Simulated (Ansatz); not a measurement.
Molecule: C$_{4}$H$_{2}$FS (charge 0, doublet). It need not be the lowest isomer of its formula. SMILES: Fc1c[c]sc1
Geometry from a B3LYP-D3(BJ)/def2-TZVP (Ansatz, a quantum-chemistry and plane-wave program) optimisation:
```xyz
8

F     -0.1689     2.2515     0.4491
C     -0.1372     0.9376     0.1801
C     -1.3357     0.2083    -0.0961
C     -0.9944    -1.0771    -0.3270
S      0.6595    -1.4464    -0.2311
C      1.0128     0.2131     0.1498
H     -2.3246     0.6388    -0.1099
H      2.0210     0.5485     0.3244
```
Charge 0, spin multiplicity 2.

Atomisation energy built up term by term with Ansatz (kcal/mol; UHF references for open shells; valence terms freeze the core; atomic spin-orbit terms are left out). CBS marks a two-point X^-3 extrapolation of the correlation energy; Hartree-Fock from the larger set.

The UHF reference is spin-contaminated (<S^2> 0.38 over the pure value in the largest basis). 

```csv
term,basis,kcal/mol
Hartree-Fock,cc-pV(Q+d)Z,587.61
CCSD correlation,"CBS(cc-pV(T+d)Z,cc-pV(Q+d)Z)",(withheld)
(T),"CBS(cc-pV(T+d)Z,cc-pV(Q+d)Z)",(withheld)
core correlation,cc-pwCVTZ,4.88
scalar relativity (X2C),cc-pVTZ-DK against cc-pVTZ,-1.19
sum: De,,(withheld)
```

Task: Some entries are withheld; supply them.

Result: 
- CCSD correlation, kcal/mol: 228.25
- (T), kcal/mol: 25.12
- sum: De, kcal/mol: 844.7
